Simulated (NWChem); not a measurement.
Correlation energy of BeO

```xyz
2

Be     0.0000     0.0000     0.9063
O      0.0000     0.0000    -0.4531
```
Charge 0, spin multiplicity 1.

Program: NWChem. The geometry was optimised at PBE/def2-SVP, a minimum by its harmonic frequencies.

Basis set: cc-pVQZ. Each correlation energy counts from its own Hartree-Fock reference.

The correlated methods keep 2 core orbitals frozen. The structure started from a generated list of species. Coupled-cluster values serve here as a point of comparison, not as the truth.

### Question
For the correlation energy, MP2 gives -324.0 mHa and SCS-MP2 gives -316.9 mHa. What do CR-CCSD[T], CR-CCSD(T), CCSD give?

### Answer
CR-CCSD[T]: -327.6 mHa; CR-CCSD(T): -324.9 mHa; CCSD: -310.2 mHa.
